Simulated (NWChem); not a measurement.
Species: SiH₃S₂F; SMILES F[SiH](S)S

```xyz
7

Si    -0.4340     0.0002    -0.4123
F     -1.8427    -0.1617     0.3799
S      0.6608     1.7192     0.1786
S      0.8154    -1.6347     0.1184
H     -0.8041     0.0853    -1.8468
H      0.0612     2.5215    -0.7294
H     -0.2159    -2.5076     0.1789
```
Atoms are numbered in this order, from 1.

Computed with NWChem. Pople sets run with spherical d functions. Coordinates come from a PBE0/def2-SVP optimisation.

For level TPSS/3-21G:

```yaml
highest occupied level (eV): -6.95
orbital gap (eV): 6.58
dipole (D): 2.60
```

Q: What are these values for level TPSS/6-31G*?

A: 
* **highest occupied level (eV)**: -6.74
* **orbital gap (eV)**: 6.12
* **dipole (D)**: 1.78
